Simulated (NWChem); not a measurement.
SiH2S2, singlet; SMILES S[Si]S

```xyz
5

Si    -1.0189     0.0123     0.0011
S      0.3630     1.6673    -0.0010
H      1.5541     1.0211    -0.0009
S      0.4319    -1.5818     0.0020
H     -0.4771    -2.5834     0.0034
```
Atoms are numbered in this order, from 1.

Computed with NWChem. Low-valent species are run as closed-shell singlets; no triplet was tried in these runs. Structure relaxed at the PBE0/def2-SVP level. Level: PBE0/def2-SVP with SMD (1 M gas to 1 M solution), gas-phase geometry. Reactions with the solvent are ignored.

Question: Estimate the computed values for solvent n-hexane. Quantities: solvation free energy (kcal/mol); cavity-dispersion-structure term (kcal/mol); dipole in solution (D).

Answer: 
```yaml
solvation free energy (kcal/mol): -4.1
cavity-dispersion-structure term (kcal/mol): -2.8
dipole in solution (D): 1.50
```
